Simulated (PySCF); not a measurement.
MC for M along group 14

CCSD(T) with double-zeta basis sets in PySCF, for the lowest determinant that a PBE0 search found; no spin–orbit coupling. De refers to high-spin ground-configuration atoms.

```json
{"M": "C", "basis": "aug-cc-pVDZ", "reference, frozen orbitals": "UHF, 2", "state (unpaired electrons)": "triplet (σ ↑, π ↑)", "Re (Å)": "1.341", "ωe (cm⁻¹)": "1605", "De (eV)": "5.56"}
{"M": "Si", "basis": "cc-pV(D+d)Z/cc-pVDZ", "reference, frozen orbitals": "ROHF, 6", "state (unpaired electrons)": "triplet (σ ↑, π ↑)", "Re (Å)": "1.747", "ωe (cm⁻¹)": "935", "De (eV)": "3.80"}
{"M": "Ge", "basis": "pcseg-1", "reference, frozen orbitals": "ROHF, 10", "state (unpaired electrons)": "triplet (σ ↑, π ↑)", "Re (Å)": "1.830", "ωe (cm⁻¹)": "780", "De (eV)": "3.29"}
{"M": "Sn", "basis": "def2-SVP", "reference, frozen orbitals": "ROHF, 5", "state (unpaired electrons)": "triplet (σ ↑, π ↑)", "Re (Å)": "2.041", "ωe (cm⁻¹)": "653", "De (eV)": "2.76"}
```

The shortest bond is that of C2 (1.341 Å), the longest that of SnC (2.041 Å). C2 is bound most strongly (5.56 eV) and SnC least (2.76 eV).

The rows differ in basis set, which adds steps of its own.

Down a group the atoms grow and get heavier, so bonds lengthen and wavenumbers fall; this series shows no clear exception.

Correlated steps freeze the inner cores (2 to 10 orbitals); shallow outer-core shells are correlated. UHF and ROHF references stand side by side, which adds small steps between rows. Correlated levels converge slowly with the basis: in double zeta they bind strong bonds too weakly, by up to about 1 eV, and carry superposition errors of some tenths. These are scalar-relativistic numbers at best; spin–orbit coupling would shift them, the dissociation energy most. The CCSD T1 diagnostic is raised in SiC, SnC, a sign that a single reference may not be enough there. States were picked by a PBE0 search and need not be the measured ground states.
